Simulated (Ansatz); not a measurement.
The cluster Be5: single points at one geometry.

```yaml
crystal:
  periodic: [false, false, false]
  atoms:
    - {symbol: Be, position_ang: [1.096553, -1.507044, -0.376553]}
    - {symbol: Be, position_ang: [1.954021, 0.371812, -0.078197]}
    - {symbol: Be, position_ang: [-0.228132, -1.662000, 1.229210]}
    - {symbol: Be, position_ang: [-0.021817, 0.059828, 0.194109]}
    - {symbol: Be, position_ang: [1.599075, -0.855497, 1.476730]}
basis:
  gaussian: {orbitals: def2-TZVPD}
magnetization: {spin_polarized: true, initial_magnetization: 2}
hamiltonian: {xc: pbe0}
scf: {omitted_lower_state_checks: [starts]}
output: {orbitals: {seedname: orbitals}}
```

The file start.molden holds the orbitals of an earlier run on this structure, at another level or in another basis.

```sh
$ ansatz run in.yaml --threads 4 --pin off --events-out ev --progress --plain --max-ram 3916MiB
```

It prints (some lines left out):

```
Functional definition: PBE0
785 factors; their error is unknown
mean field evaluation 1: about -1995.2325 eV, gradient 1.7e1 eV
mean field evaluation 2: about -1994.5461 eV, gradient 1.8e1 eV
mean field evaluation 4: about -1997.7333 eV, gradient 7.6e-1 eV
mean field evaluation 8: about -1997.7460 eV, gradient 1.2e-1 eV
mean field evaluation 16: about -1997.7344 eV, gradient 1.5e-3 eV
mean field -1997.73443771 eV, -73.4153864726 hartree, gradient 2.3e-5 eV, S^2 2.059886; 0 other end points of the search recorded, 0 dependent functions left out
reference -1997.73447638 eV, -73.4153878939 hartree; 11, 9 occupied and 99, 101 virtual orbitals, 785 factors
Total energy: -1997.73447638 eV, -73.4153878939 hartree
Checks for a lower state left out: starts
```

It took 1.6 s on 4 threads of Arm Neoverse V1 on a shared host.

First input, but with `gaussian: {orbitals: def2-TZVPD, initial_orbitals: start.molden}`, `hamiltonian: {xc: pbe}` (abridged; 1.2 s):

```
Functional definition: PBE
mean field -1997.21689416 eV, -73.3963670981 hartree, gradient 2.7e-5 eV, S^2 2.032128
Total energy: -1997.21694675 eV, -73.3963690308 hartree
Checks for a lower state left out: starts
```

As the first input, with `gaussian: {orbitals: def2-TZVPD, initial_orbitals: start.molden}`, `hamiltonian: {xc: r2scan}` (abridged; 2.5 s):

```
Functional definition: r2SCAN
mean field -2000.07355751 eV, -73.5013475401 hartree, gradient 1.7e-5 eV, S^2 2.079862
Total energy: -2000.07358317 eV, -73.5013484831 hartree
Checks for a lower state left out: starts
```

Geometry: PBE0/def2-TZVPD, that of the charge -1 doublet.

The structure comes from a short search, and lower isomers may exist.
